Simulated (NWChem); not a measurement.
# GaF3; SMILES [Ga]([F])([F])[F]

```xyz
4

Ga     0.0000     0.0000     0.0000
F     -1.6673     0.4514     0.0000
F      1.2246     1.2183     0.0000
F      0.4427    -1.6697     0.0000
```
Atoms are numbered in this order, from 1.

Program: NWChem. STO-3G and 3-21G are far too small for this property and stand as cheap habits. All runs use the structure optimised with PBE0/def2-SVP. GIAO values for the isolated, static molecule; σ is the absolute isotropic shielding, δ = σ(reference) − σ with the isolated reference molecule computed at the same levels (19F: trichlorofluoromethane).

For level Hartree-Fock/STO-3G:

σ Ga1 (ppm): 1310.5
δ F2 (ppm): -116.8

Q: Estimate the same quantities for level LDA (Slater exchange, VWN5)/pcSseg-1.

A: 
| Item | Result |
|---|---|
| σ Ga1 (ppm) | 1548.0 |
| δ F2 (ppm) | -182.5 |
